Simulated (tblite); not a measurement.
Parent: `[CH:1]#[C:2][Si@H:3]([CH3:4])[PH2:5]` with C2–Si3–P5–H -163° and -70°, C3H7PSi.

The geometries are computed with GFN2-xTB (gas phase). One conformer each, not checked by frequencies here.

```csv
coordinate of the parent,value
C1≡C2,1.203 Å
C2–Si3,1.854 Å
Si3–C4,1.902 Å
Si3–P5,2.254 Å
C1–C2–Si3,178.4°
C2–Si3–C4,109.9°
C2–Si3–P5,106.7°
C4–Si3–P5,107.7°
```

Task: How does the shared frame change in `[CH3:1][Si@@H:2]([PH2:3])[C:4]#[C:5][CH2:6][C:7]#[N:8]` with C1–Si2–P3–H -168° and -76°, C5H8NPSi? Atoms pair as C1 = C5, C2 = C4, Si3 = Si2, C4 = C1, P5 = P3 (parent first).

Result: 
| parent | relative | value in the relative | change |
| --- | --- | --- | --- |
| C1≡C2 | C5≡C4 | 1.204 Å | +0.001 |
| C2–Si3 | C4–Si2 | 1.853 Å | -0.001 |
| Si3–C4 | Si2–C1 | 1.902 Å | 0.000 |
| Si3–P5 | Si2–P3 | 2.255 Å | +0.001 |
| C1–C2–Si3 | C5–C4–Si2 | 177.2° | -1.2 |
| C2–Si3–C4 | C4–Si2–C1 | 109.8° | -0.1 |
| C2–Si3–P5 | C4–Si2–P3 | 106.0° | -0.7 |
| C4–Si3–P5 | C1–Si2–P3 | 108.0° | +0.3 |

No shared bond changes by more than 0.004 Å. Bonds of the relative outside the shared frame: C5–C6 1.454, C6–C7 1.446, C7≡N8 1.142 Å. Point group C1 → C1.
